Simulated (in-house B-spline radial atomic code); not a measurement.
How numerical settings move a run on As⁷⁺, [Ar] 3d8. Computed with an all-electron radial atomic-structure program (B-spline basis): scalar-relativistic (X2C) HSE06, spin-polarised, spherical fractional occupations, Fermi nucleus of rms radius 4.0968 fm.

Command:
```bash
python run_scf.py task.json out
```
Settings of the sound reference run:
```
Z                33
electrons        26
configuration    [Ar] 3d8
hamiltonian      x2c
method           hse06
spin_polarised   True
nucleus          fermi
rms_radius       4.0968
mass_number      75
atomic_mass      74.92159
speed_of_light   137.036
knot_spacing     0.22
spline_order     8
gauss_points     12
box_radius       7.79
max_iterations   70
damping          0.5
damped_steps     3
diis_vectors     10
tolerance        1e-08
start            Thomas-Fermi
```

Cost of the run: 0.81 s on 1 thread of Arm Neoverse N1, on a shared host.

It converges in 10 iterations to -2244.097776 hartree, with 3d down at -166.728 eV. The other runs change the listed settings, some to values that make no sense; their results aren't properties of the atom or ion. Radii are in bohr (the nuclear one in fm), a minus after a letter asks for a j subshell, and «unchanged» means within 1e-8 hartree. The run stops when the residual is below 10 × tolerance × max(1, Z/10), or a noise floor if that is larger, and the energy moves by less than 1e-8 × √|E| hartree; so very loose and very tight tolerances often act alike.

```tsv
changed settings	outcome
max_iterations = 100, damped_steps = 1, tolerance = 0.001	converged in 7 iterations, energy unchanged, 3d down level -8.0e-05 eV
knot_spacing = 0.4	converged in 10 iterations, energy +2.41e-04 hartree from the reference, 3d down level -7.3e-05 eV
knot_spacing = 0.3	converged in 10 iterations, energy -5.98e-06 hartree from the reference, 3d down level -1.4e-05 eV
knot_spacing = 0.1	converged in 9 iterations, energy -1.66e-05 hartree from the reference, 3d down level +7.3e-05 eV
electrons = 27, configuration = [Ar] 3d8 4p-1, max_iterations = 75	stopped with error: j subshells need the Dirac Hamiltonian and l > 0
electrons = 29, configuration = [Ar] 3d11, max_iterations = 50	stopped with error: shell 3d holds at most 5 electrons (per spin)
knot_spacing = 2, first_knot = 0.0303, max_iterations = 75, damping = 0.8, start = bare nucleus	converged in 10 iterations, energy +9.33e+01 hartree from the reference, 3d down level -1.4e+00 eV (the program warns: 1s up reaches the box edge; 1s down reaches the box edge)
knot_spacing = 1.4	converged in 9 iterations, energy +4.61e+01 hartree from the reference, 3d down level -2.3e+00 eV (the program warns: 1s up reaches the box edge; 1s down reaches the box edge)
spline_order = 6, gauss_points = 5, max_iterations = 12	converged in 10 iterations, energy -5.77e-06 hartree from the reference, 3d down level -8.5e-05 eV
knot_spacing = 2, max_iterations = 8, damped_steps = 0	converged in 8 iterations, energy +1.26e+02 hartree from the reference, 3d down level -5.2e+00 eV (the program warns: 1s up reaches the box edge; 1s down reaches the box edge)
knot_spacing = 0.75	converged in 10 iterations, energy +5.91e-01 hartree from the reference, 3d down level -3.2e-02 eV
first_knot = 0.00303	converged in 10 iterations, energy -5.35e-03 hartree from the reference, 3d down level +4.8e-05 eV
knot_spacing = 1	converged in 10 iterations, energy +6.31e+00 hartree from the reference, 3d down level -1.2e+00 eV (the program warns: 2s up reaches the box edge; 2s down reaches the box edge)
hamiltonian = dirac, method = hf, spin_polarised = False, speed_of_light = 16.49913	stopped with error: Z/c is past the critical charge
max_iterations = 3	not converged after 3 iterations, last residual 2.1e-01, last energy +6.58e-01 hartree from the reference
first_knot = 0.0909	converged in 10 iterations, energy +1.47e+00 hartree from the reference, 3d down level -1.4e-02 eV
knot_spacing = 0.55	converged in 10 iterations, energy +1.62e-02 hartree from the reference, 3d down level -9.8e-03 eV
max_iterations = 5	not converged after 5 iterations, last residual 2.8e-02, last energy +1.13e-02 hartree from the reference
max_iterations = 12	converged in 10 iterations, energy unchanged
```

**Question.** What happens with knot_spacing = 2?

**Answer.** Converged in 9 iterations, energy +1.26e+02 hartree from the reference, 3d down level -5.2e+00 eV (the program warns: 1s up reaches the box edge; 1s down reaches the box edge).

**Question.** What happens with max_iterations = 8?

**Answer.** Not converged after 8 iterations, last residual 3.8e-06, last energy +2.00e-10 hartree from the reference.

**Question.** What happens with first_knot = 0.000303?

**Answer.** Converged in 10 iterations, energy +1.64e-04 hartree from the reference, 3d down level +4.6e-05 eV.

**Question.** What happens with knot_spacing = 0.15?

**Answer.** Converged in 9 iterations, energy -1.73e-05 hartree from the reference, 3d down level +7.5e-05 eV.
